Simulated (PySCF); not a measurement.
Molfile (atoms numbered from 1):
```
C8H12SSi
     RDKit          3D

 22 23  0  0  0  0  0  0  0  0999 V2000
    3.0598   -1.1194    0.5918 C   0  0  0  0  0  0  0  0  0  0  0  0
    2.6698   -0.1105    1.4345 C   0  0  0  0  0  0  0  0  0  0  0  0
    1.0617    0.3872    1.1088 S   0  0  0  0  0  0  0  0  0  0  0  0
    0.8730   -0.7542   -0.1765 C   0  0  0  0  0  0  0  0  0  0  0  0
   -0.7285   -0.9041   -1.1264 Si  0  0  0  0  0  4  0  0  0  0  0  0
   -1.3896    0.7678   -1.7403 C   0  0  0  0  0  0  0  0  0  0  0  0
   -2.8560    0.7762   -1.2805 C   0  0  0  0  0  0  0  0  0  0  0  0
   -2.9494    0.0646    0.0730 C   0  0  0  0  0  0  0  0  0  0  0  0
   -2.2338   -1.2906   -0.0358 C   0  0  0  0  0  0  0  0  0  0  0  0
    2.0345   -1.4844   -0.3237 C   0  0  0  0  0  0  0  0  0  0  0  0
    4.0468   -1.5828    0.6262 H   0  0  0  0  0  0  0  0  0  0  0  0
    3.2471    0.3648    2.2270 H   0  0  0  0  0  0  0  0  0  0  0  0
   -0.4841   -1.9170   -2.1997 H   0  0  0  0  0  0  0  0  0  0  0  0
   -0.8214    1.5684   -1.2356 H   0  0  0  0  0  0  0  0  0  0  0  0
   -1.2737    0.9313   -2.8221 H   0  0  0  0  0  0  0  0  0  0  0  0
   -3.2664    1.7980   -1.2269 H   0  0  0  0  0  0  0  0  0  0  0  0
   -3.4760    0.2300   -2.0138 H   0  0  0  0  0  0  0  0  0  0  0  0
   -2.4460    0.6841    0.8376 H   0  0  0  0  0  0  0  0  0  0  0  0
   -3.9961   -0.0431    0.4018 H   0  0  0  0  0  0  0  0  0  0  0  0
   -1.9753   -1.7221    0.9426 H   0  0  0  0  0  0  0  0  0  0  0  0
   -2.8750   -2.0240   -0.5549 H   0  0  0  0  0  0  0  0  0  0  0  0
    2.1455   -2.2667   -1.0774 H   0  0  0  0  0  0  0  0  0  0  0  0
  1  2  2  0
  2  3  1  0
  3  4  1  0
  4  5  1  0
  5  6  1  0
  6  7  1  0
  7  8  1  0
  8  9  1  0
  4 10  2  0
 10  1  1  0
  9  5  1  0
  1 11  1  0
  2 12  1  0
  5 13  1  0
  6 14  1  0
  6 15  1  0
  7 16  1  0
  7 17  1  0
  8 18  1  0
  8 19  1  0
  9 20  1  0
  9 21  1  0
 10 22  1  0
M  END
```

Geometry: PBE0-D3(BJ)/def2-SVP; GIAO shifts from PySCF 2.14.0 with density-fitted response routines, gas phase, non-relativistic, averaged over equivalent atoms.

At PBE0/pcSseg-1 (244 basis functions, 51 s wall time on 1 thread of an Arm Neoverse V2, shared host):
```json
{"atoms": "C4", "δ (ppm)": "145.0"}
{"atoms": "C10", "δ (ppm)": "141.9"}
{"atoms": "C2", "δ (ppm)": "140.6"}
{"atoms": "C1", "δ (ppm)": "132.2"}
{"atoms": "C7/C8", "δ (ppm)": "30.4"}
{"atoms": "C6/C9", "δ (ppm)": "15.4"}
{"atoms": "S3", "δ (ppm)": "243.3"}
{"atoms": "Si5", "δ (ppm)": "-6.4"}
{"atoms": "H12", "δ (ppm)": "7.50"}
{"atoms": "H22", "δ (ppm)": "7.46"}
{"atoms": "H11", "δ (ppm)": "7.16"}
{"atoms": "H13", "δ (ppm)": "4.96"}
{"atoms": "H16/H18", "δ (ppm)": "1.76"}
{"atoms": "H17/H19", "δ (ppm)": "1.58"}
{"atoms": "H15/H21", "δ (ppm)": "0.97"}
{"atoms": "H14/H20", "δ (ppm)": "0.80"}
```

References, each an isolated molecule treated in the same way: ¹³C (σref 184.41), ²⁹Si (σref 351.99), ¹H (σref 31.27) against TMS; ³³S (σref 495.66) against CS2.

Question: Predict the values at KT2/pcSseg-1 on the same geometry.

Answer: 
```csv
atoms,δ at KT2/pcSseg-1,change
C4,132.4,-12.6
C10,130.6,-11.3
C2,127.8,-12.8
C1,122.0,-10.2
C7/C8,32.3,+1.9
C6/C9,17.5,+2.1
S3,234.6,-8.7
Si5,-10.6,-4.2
H12,7.27,-0.23
H22,7.29,-0.17
H11,7.01,-0.15
H13,5.04,+0.08
H16/H18,1.85,+0.09
H17/H19,1.66,+0.08
H15/H21,1.11,+0.14
H14/H20,0.91,+0.11
```

Shifts are taken against calculated references (same method and geometry level): ¹³C (σref 183.22) and ²⁹Si (σref 361.05) and ¹H (σref 31.18) against TMS; ³³S (σref 518.69) against CS2.

The largest change is at C2 (aromatic CH next to the ring sulfur). Cost: 244 basis functions, 68 s wall time on 1 thread of an Arm Neoverse V2, shared host. The order of the carbon signals is the same at both levels.
